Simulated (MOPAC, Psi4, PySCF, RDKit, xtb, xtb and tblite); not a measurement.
Two geometries of SMILES CC(=O)[SiH2]c1ccco1, relaxed at GFN2-xTB with one dihedral held; other torsions can differ between them too.

Structure A

```
17

C      3.3150     0.2268     0.3823
C      1.8371     0.5101     0.4244
O      1.3784     1.4123     1.0867
Si     0.7149    -0.6700    -0.6109
C     -0.9742     0.1047    -0.7529
C     -1.5396     1.2386    -0.2292
C     -2.8696     1.2829    -0.6983
C     -3.0252     0.1745    -1.4751
O     -1.8952    -0.5416    -1.5160
H      3.6671     0.3577    -0.6386
H      3.8633     0.8903     1.0475
H      3.4880    -0.8096     0.6626
H      1.3382    -0.8570    -1.9268
H      0.6695    -1.9577     0.0935
H     -1.0489     1.9409     0.4127
H     -3.6068     2.0309    -0.4893
H     -3.8640    -0.1976    -2.0308
```

Structure B

```
17

C     -3.2911     0.2045     0.3926
C     -1.7995     0.3785     0.4877
O     -1.2890     1.1290     1.2875
Si    -0.6893    -0.6595    -0.7018
C      0.0277    -2.0205     0.3623
C      0.0784    -2.2180     1.7186
C      0.7753    -3.4268     1.9286
C      1.1010    -3.8845     0.6875
O      0.6582    -3.0491    -0.2595
H     -3.6147     0.5043    -0.6020
H     -3.8079     0.7985     1.1434
H     -3.5330    -0.8490     0.5178
H      0.3573     0.2098    -1.2400
H     -1.5233    -1.2300    -1.7658
H     -0.3306    -1.5668     2.4642
H      1.0021    -3.8907     2.8667
H      1.6271    -4.7617     0.3642
```

Question: Which is lower in energy at the level PBE0-D3(BJ)/def2-SVP // GFN2-xTB (Psi4), and by how much?

Answer: A is lower, by 4.85 kJ/mol (dihedral O3–C2–Si4–C5: 15° in A, 75° in B).

E(B) − E(A) in kJ/mol at the other levels, on the same two geometries: GFN2-xTB (xtb and tblite) 1.12; MMFF94 // GFN2-xTB (RDKit) -1.39; PBE0/def2-SVP // GFN2-xTB (Psi4) 5.15; PBE/def2-SVP // GFN2-xTB (Psi4) 5.43; PBE-D3(BJ)/def2-SVP // GFN2-xTB (Psi4) 5.21; UFF // GFN2-xTB (RDKit) -7.75; PM3, restricted, heats of formation // GFN2-xTB (MOPAC) 2.52; PM6, restricted, heats of formation // GFN2-xTB (MOPAC) 3.16; GFN1-xTB // GFN2-xTB (xtb) 4.36; restricted B3LYP/6-31G*, spherical d, density fitting // GFN2-xTB (PySCF) 4.56; restricted MP2 (frozen core)/6-31G*, spherical d // GFN2-xTB (PySCF) 3.48; restricted Hartree-Fock/6-31G*, spherical d, density fitting // GFN2-xTB (PySCF) 3.69; restricted BP86/6-31G*, spherical d, density fitting // GFN2-xTB (PySCF) 4.27.
